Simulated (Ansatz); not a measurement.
Ir₃⁺: single points at one geometry.

```yaml
crystal:
  periodic: [false, false, false]
  atoms:
    - {symbol: Ir, position_ang: [-1.355553, 0.220816, -0.027106]}
    - {symbol: Ir, position_ang: [0.869363, 1.063707, -0.004766]}
    - {symbol: Ir, position_ang: [0.486199, -1.284522, 0.031872]}
basis:
  gaussian: {orbitals: def2-TZVP, initial_orbitals: start.molden}
total_charge: 1
hamiltonian: {xc: r2scan, dispersion: d4}
scf: {omitted_lower_state_checks: [starts]}
output: {orbitals: {seedname: orbitals}}
```

The file start.molden holds the orbitals of an earlier run on this structure, at another level or in another basis.

```sh
$ ansatz run in.yaml --threads 4 --pin off --events-out ev --progress --plain --max-ram 3916MiB
```

Output, abridged:

```
Functional definition: r2SCAN
1056 factors; their error is unknown
mean field evaluation 1: about -8511.2256 eV, gradient 5.5e0 eV
mean field evaluation 2: about -8511.3764 eV, gradient 1.7e0 eV
mean field evaluation 4: about -8511.5820 eV, gradient 3.0e-1 eV
mean field evaluation 8: about -8511.6089 eV, gradient 9.2e-5 eV
mean field evaluation 16: about -8511.6089 eV, gradient 2.1e-4 eV
mean field -8511.60889090 eV, -312.7958573649 hartree, gradient 5.6e-6 eV, S^2 0.000000; 0 other end points of the search recorded, 0 dependent functions left out
reference -8511.60890360 eV, -312.7958578317 hartree; 25, 25 occupied and 95, 95 virtual orbitals, 1056 factors
Total energy: -8511.63094131 eV, -312.7966677025 hartree
Checks for a lower state left out: starts
```

It took 6.5 s on 4 threads of Intel Xeon on a shared host.

First input, but with `hamiltonian: {xc: pbe, dispersion: d4}`, `output: {forces: true, orbitals: {seedname: orbitals}}` (abridged; 3.5 s):

```
Functional definition: PBE
mean field evaluation 16: about -8512.5944 eV, gradient 3.0e-6 eV
mean field -8512.59439610 eV, -312.8320740128 hartree, gradient 2.8e-6 eV, S^2 0.000000
Total energy: -8512.73074416 eV, -312.8370847116 hartree
Atom 0 force     0.408530     0.272519     0.001938 eV/Å
Atom 1 force    -0.594578    -0.728972     0.003287 eV/Å
Atom 2 force     0.186047     0.456453    -0.005225 eV/Å
Dipole moment:     0.046723     0.057229    -0.000257 e Å
Checks for a lower state left out: starts
```

First input, but with `hamiltonian: {xc: {name: wB97X-V}}` (abridged; 35 s):

```
Functional definition: wB97X-V
mean field evaluation 16: about -8502.5399 eV, gradient 6.0e-6 eV
mean field -8502.53991318 eV, -312.4625785808 hartree, gradient 6.0e-6 eV, S^2 0.000000
Total energy: -8502.53991119 eV, -312.4625785078 hartree
Checks for a lower state left out: starts
```

The first input with `hamiltonian: {xc: pbe0, dispersion: d4}` (abridged; 15 s):

```
Functional definition: PBE0
mean field evaluation 16: about -8506.0742 eV, gradient 7.6e-2 eV
mean field evaluation 32: about -8506.0777 eV, gradient 8.5e-6 eV
mean field -8506.07765549 eV, -312.5925882128 hartree, gradient 8.5e-6 eV, S^2 0.000000
Total energy: -8506.19299087 eV, -312.5968267097 hartree
Checks for a lower state left out: starts
```

As the first input, with `hamiltonian: {xc: {name: PBE-QIDH}}` and without the key `output` (abridged; 12 s):

```
Functional definition: PBE-QIDH
mean field evaluation 16: about -8477.5282 eV, gradient 6.8e-4 eV
mean field -8477.52820097 eV, -311.5434151105 hartree, gradient 3.8e-6 eV, S^2 0.000000; unrestricted orbitals would lower it
second order -44.86015555 eV of doubles, -0.00000000 eV of singles
Total energy: -8492.48159870 eV, -312.0929423415 hartree
Checks for a lower state left out: starts
```

Geometry: PBE-D4/def2-TZVP.

In the def2 sets Ir takes a core potential; there is no spin–orbit coupling. Correlated methods freeze no core orbitals; core or outer-core shells of Ir are correlated, in sets that lack core-valence functions. The restricted singlet is unstable towards broken spin symmetry at other levels; at r2SCAN-D4/def2-TZVP, PBE-D4/def2-TZVP, ωB97X-V/def2-TZVP, PBE0-D4/def2-TZVP this wasn't settled. At r2SCAN-D4/def2-TZVP, PBE-D4/def2-TZVP an occupied level lies above an empty one. At PBE-QIDH/def2-TZVP the restricted singlet (for correlated methods, its reference) is unstable: a solution with broken spin symmetry lies lower. Another isomer (quintet) lies 1.74 eV lower at PBE0-D4/def2-TZVP; other spin states weren't run for this one.
